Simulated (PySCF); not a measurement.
Molfile (atoms numbered from 1):
```
C4H6F2OSi
     RDKit          3D

 14 13  0  0  0  0  0  0  0  0999 V2000
    1.0537    2.2590    0.2561 O   0  0  0  0  0  0  0  0  0  0  0  0
    0.1241    1.4896    0.2747 C   0  0  0  0  0  0  0  0  0  0  0  0
    0.3436    0.0754   -0.0451 C   0  0  0  0  0  0  0  0  0  0  0  0
    2.1852   -0.2185   -0.4283 Si  0  0  0  0  0  4  0  0  0  0  0  0
   -0.6205   -0.8450   -0.0606 C   0  0  0  0  0  0  0  0  0  0  0  0
   -2.0711   -0.5759    0.2456 C   0  0  0  0  0  0  0  0  0  0  0  0
   -2.2297   -0.0696    1.4980 F   0  0  0  0  0  0  0  0  0  0  0  0
   -2.5942    0.3537   -0.5982 F   0  0  0  0  0  0  0  0  0  0  0  0
   -0.8918    1.8283    0.5292 H   0  0  0  0  0  0  0  0  0  0  0  0
    2.5353    0.5797   -1.5967 H   0  0  0  0  0  0  0  0  0  0  0  0
    2.9532    0.1203    0.7634 H   0  0  0  0  0  0  0  0  0  0  0  0
    2.3029   -1.6498   -0.7282 H   0  0  0  0  0  0  0  0  0  0  0  0
   -0.3912   -1.8717   -0.3053 H   0  0  0  0  0  0  0  0  0  0  0  0
   -2.7001   -1.4759    0.1733 H   0  0  0  0  0  0  0  0  0  0  0  0
  1  2  2  0
  2  3  1  0
  3  4  1  0
  3  5  2  0
  5  6  1  0
  6  7  1  0
  6  8  1  0
  2  9  1  0
  4 10  1  0
  4 11  1  0
  4 12  1  0
  5 13  1  0
  6 14  1  0
M  END
```

[PySCF: PBE0/pcSseg-1 with gauge-including orbitals; coordinates at the GFN2-xTB level; no solvent; a single conformation; no relativistic terms; one averaged value for each set of equivalent atoms]

References, each an isolated molecule treated in the same way: 13C (σ = 186.93 ppm) and 1H (σ = 31.72 ppm) and 29Si (σ = 349.16 ppm) vs TMS; 17O (σ = 336.08 ppm) against H2O; 19F (σ = 170.95 ppm) vs CFCl3.

| atoms | nucleus | count | δ (ppm) |
| --- | --- | --- | --- |
| C2 | 13C | 1 | 201.7 |
| H14 | 1H | 1 | 6.52 |
| H13 | 1H | 1 | 7.44 |
| H9 | 1H | 1 | ? |
| Si4 | 29Si | 1 | -73.1 |
| C5 | 13C | 1 | 155.7 |
| C3 | 13C | 1 | 158.4 |
| C6 | 13C | 1 | 115.7 |
| O1 | 17O | 1 | 729.3 |
| H10/H11/H12 | 1H | 3 | ? |
| F7/F8 | 19F | 2 | ? |

**Question.** Estimate the values marked ?.

**Answer.** 
- H9: 10.71 ppm, hydrogen on an aldehyde carbonyl carbon; the C=O anisotropy and electron withdrawal place aldehyde protons far downfield
- H10/H11/H12: 4.14 ppm, hydrogen on a silicon bonded to C
- F7/F8: -114.1 ppm, fluorine of a CF2 group

Shifts are as computed. Against solution values, carbons near 30 ppm lie about +3 ppm off and those near 130 ppm about +5 ppm. Of 1211 compounds with measured shifts, 218 miss one by over three times the rms of a fit or turn the order of signals round; such compounds aren't used in these exercises. Unscaled 19F shifts against computed CFCl3 carry errors that often reach 10 to 50 ppm. Unscaled 17O shifts of doubly bonded oxygen tend to come out too high, by tens of ppm or more. Experimental scales use liquid or dissolved standards, which lie at an offset from isolated H2O (liquid H2O: subtract about 36 ppm).
